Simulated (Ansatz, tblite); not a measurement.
Forces on the cluster Ta₃B₃ at its PBE-D4/def2-SVP geometry. Charge 0, multiplicity 1.

In the def2 sets Ta takes a core potential; there is no spin–orbit coupling. The xTB rows come from tblite. The restricted singlet is unstable towards broken spin symmetry at other levels; at ωB97M-V/def2-TZVP this wasn't settled. At PBE0-D4/def2-TZVP a triplet of charge 0 lies 0.29 eV below the restricted singlet, each at its own geometry. The structure comes from a short search, and lower isomers may exist.

GFN1-xTB (tblite), largest force 19.43 eV/Å:

```xyz
6
positions Å, forces eV/Å
Ta    1.638    1.835    1.145   -1.159   18.482    5.893
Ta   -0.127   -1.532   -0.486    1.769   -4.480   -0.785
Ta    1.895   -0.352    0.493    5.453  -17.893   -4.148
B    -2.063   -0.984   -0.844   -2.181    1.482   -0.174
B     0.072    0.701    0.102   -4.154    1.419   -1.043
B    -1.415    0.332   -0.412    0.271    0.990    0.258
```

GFN2-xTB (tblite), largest force 15.85 eV/Å:

```
Ta -1.201 15.093 4.684
Ta -1.095 -4.346 -1.497
Ta 5.467 -13.631 -2.878
B -0.617 1.043 0.002
B -3.172 0.982 -0.703
B 0.618 0.859 0.392
```

ωB97M-V/def2-TZVP (Ansatz), largest force 1.39 eV/Å:

```
Ta 0.352 0.560 0.366
Ta -0.332 0.367 0.141
Ta -1.011 -0.195 -0.489
B 1.245 0.517 0.331
B -0.473 -0.791 -0.397
B 0.219 -0.457 0.047
```
